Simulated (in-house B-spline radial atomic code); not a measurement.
## CAM-B3LYP excitations of As⁵⁺

Method: CAM-B3LYP. Computed with a B-spline radial code for spherical atoms: linear response of the closed shell [Ar] 3d10 with the functional's adiabatic kernel; scalar-relativistic (spin-free one-electron X2C), finite nucleus, no spin-orbit coupling, no double excitations, S, P, D and F terms only. Only terms of natural parity with L up to 3 were computed.

Command:
```bash
python run_td.py task.json out
```
Settings (radii: box in bohr, nucleus in fm):
```
Z                        33
electrons                28
configuration            [Ar] 3d10
hamiltonian              x2c
method                   camb3lyp
box_radius               16.35
rms_radius               4.0968
intervals                71
```

Run time, properties included: 2.7 s on 1 thread of Arm Neoverse N1, on a shared host.

The lowest states, in the order of their Tamm-Dancoff energies; the method's threshold (minus the highest occupied level) is 112.83 eV. Labels give the largest channel, * marks a mixed state, and oscillator strengths are full-response dipole values. Semilocal kernels can invert the small singlet-triplet splittings of Rydberg terms. Energies in eV:

```tsv
state	full response	Tamm-Dancoff	oscillator strength
3d → 4s 3D	?	?	-
3d → 4s 1D	38.17	38.18	-
3d → 4p 3P	50.32	50.34	-
3d → 4p 3F	50.56	50.58	-
3d → 4p 1F	51.20	51.20	-
3d → 4p 1P	52.26	52.35	0.54
3d → 4d 3S	69.26	69.30	-
3d → 4d 3D	69.99	70.00	-
3d → 4d 1D	70.72	70.74	-
3d → 4d 1S	?	?	-
```

Where does 3d → 4d 1S lie?

At 75.31 eV in full response, 75.96 eV in Tamm-Dancoff.

Where does 3d → 4s 3D lie?

At 37.35 eV in full response, 37.37 eV in Tamm-Dancoff.

How large is the singlet-triplet splitting of 3d → 4s (D terms) in Tamm-Dancoff?

0.817 eV, from the unrounded values.

What polarisabilities and dispersion coefficient does the method give?

Dipole 0.5551 bohr³, quadrupole 0.6519 bohr⁵, C6 0.9221 hartree·bohr⁶ for two such species.
